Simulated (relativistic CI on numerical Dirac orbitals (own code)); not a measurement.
## Radial parameters of Au76+

These numbers are calculated, not measured: Dirac-Coulomb-Breit CI, separate exchange-only KLI orbitals for each configuration, a model potential for QED, unscaled Slater integrals (own radial code, finite nucleus).

Slater integrals F^k, G^k are unscaled and averaged over j, outside the closed core 1s2; ζ comes from projecting the Hamiltonian with its Breit term on Σ l·s of the shell.

- 2p: ζ(2p) = 1.0902e+07 cm⁻¹; <r>(2p) = 0.06002, <r^2>(2p) = 0.004401 (bohr units).
- 3p: ζ(3p) = 3.2538e+06 cm⁻¹; <r>(3p) = 0.1525, <r^2>(3p) = 0.02704 (bohr units).
- 3d: ζ(3d) = 536450 cm⁻¹; <r>(3d) = 0.1328, <r^2>(3d) = 0.02023 (bohr units).

Averages of the first 10 configurations, taken without configuration mixing, which lowers the lowest level and can move excited configurations by several eV; other configurations of the list can lie among them:

```tsv
Configuration	Parity	States	Average energy above the lowest level (eV)
2s	even	2	0.1
2p	odd	6	1570.4
3s	even	2	12980.6
3p	odd	6	13442.5
3d	even	10	13756.5
4s	even	2	17412.6
4p	odd	6	17604.9
4d	even	10	17737.1
4f	odd	14	17785.0
5s	even	2	19422.3
```
